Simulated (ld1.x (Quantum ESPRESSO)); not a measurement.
**lanthanum: one change to a TM potential, before and after**

La, norm-conserving Troullier–Martins (Kleinman–Bylander form), made with ld1.x (Quantum ESPRESSO) 7.5 (LDA (PZ), non-relativistic). Core [Kr] 4d10, reference 4f0 5s2 5p6 5d1 6s2 6p0. Waves: 5p (bound): rc 3.10 bohr; 5d (bound): rc 2.45 bohr; 4f (bound, empty): rc 1.30 bohr; 5s (bound): rc 1.60 bohr. Local part: the s channel. Core correction: none.

Occupied shells without a wave of their own: 6s. They enter only through the test configuration that unscreens the potential.

All-electron outer shells of the reference configuration (LDA (PZ), non-relativistic, ld1.x):

```json
{"shell": "4p", "level (eV)": "-195.04", "outermost node (bohr)": "0.35", "outermost maximum (bohr)": "0.65"}
{"shell": "4d", "level (eV)": "-107.69", "outermost node (bohr)": "0.32", "outermost maximum (bohr)": "0.67"}
{"shell": "5s", "level (eV)": "-36.04", "outermost node (bohr)": "0.81", "outermost maximum (bohr)": "1.47"}
{"shell": "5p", "level (eV)": "-22.43", "outermost node (bohr)": "0.84", "outermost maximum (bohr)": "1.60"}
{"shell": "4f", "level (eV)": "-8.08", "outermost node (bohr)": "–", "outermost maximum (bohr)": "0.72"}
{"shell": "5d", "level (eV)": "-3.84", "outermost node (bohr)": "0.94", "outermost maximum (bohr)": "2.16"}
{"shell": "6s", "level (eV)": "-3.60", "outermost node (bohr)": "1.94", "outermost maximum (bohr)": "3.93"}
{"shell": "6p", "level (eV)": "-1.50", "outermost node (bohr)": "2.23", "outermost maximum (bohr)": "4.99"}
```

Change: all radii scaled by about 1.31 (s 2.10, p 4.08, d 3.22, f 1.70 bohr).

Cutoffs: the cutoffs (Ry, on a coarse ladder) from which the occupation-weighted sum of valence levels, in a spherical-Bessel basis at the reference potential, stays within 10 and 1 mRy of its value at 400 Ry; they do not see the model core or the augmentation charge, which bear on the density cutoff. Errors are all-electron minus pseudo energies relative to the spin-unpolarised reference configuration.

**Question.** What does the change do?

**Answer.** The potential gets softer (40 Ry and 80 Ry → 35 Ry and 50 Ry); both files keep a bound ghost (p); the number of tests that count goes from 9 to 8; of the 8 tests that both files solve, the error grows in 6 and shrinks in 2 by more than 15 % and 0.3 meV (median size 53.4 → 251.2 meV). A larger radius leaves more room for a smooth pseudo-wave, so fewer plane waves are needed.

```tsv
quantity	base	changed
cutoff, loose	40 Ry	35 Ry
cutoff, tight	80 Ry	50 Ry
loose cutoff by channel (10 mRy a level)	p 8 Ry, d 10 Ry, s 40 Ry	p 8 Ry, d 10 Ry, s 30 Ry
bound ghosts	p	p
largest miss of a reference level, eV	0.04	0.19
tests counted (converged, no solver errors)	9 of 9	8 of 9
error for 4f0 5s2 5p6 5d1 6s1 6p0, meV [ΔE 5.86 eV]	-57	-256
error for 4f0 5s2 5p6 5d1 6s0 6p0, meV [ΔE 16.52 eV]	-154	-691
error for 4f0 5s2 5p6 5d0 6s0 6p0, meV [ΔE 36.18 eV]	-215	-1013
error for 4f0 5s2 5p6 5d1 6s0 6p1, meV [ΔE 8.51 eV]	-79	-569
error for 4f0 5s2 5p6 5d0 6s2 6p1, meV [ΔE 3.02 eV]	+42	+1.0
error for 4f0 5s1 5p6 5d1 6s2 6p0, meV [ΔE 41.05 eV]	+49	+60
error for 4f0 5s2 5p6 5d1 6s2 6p0 (spin-polarised), meV [ΔE -0.10 eV]	+3.7	+2.6
error for 4f0 5s2 5p6 5d1 6s1 6p0 (spin-polarised), meV [ΔE 5.46 eV]	-49	-246
```

Base: The cutoffs count occupied waves only; the empty 4f level needs 180 Ry at the loose tolerance. The 6s level has no wave, so the channel is fitted at the deeper level alone: the likely source of the large errors. Changed file: The cutoffs count occupied waves only; the empty 4f level needs 110 Ry at the loose tolerance. Tests not counted: 4f0 5s2 5p6 5d2 6s1 6p0 (solver errors, printed error -5.5 eV). The 6s level has no wave, so the channel is fitted at the deeper level alone: the likely source of the large errors. A true bound ghost makes a file unfit for plane-wave use even where its test errors are small: the radial tests pick states by their node count and pass the ghost by. Where a test does run into it, the solver fails or the error is huge.
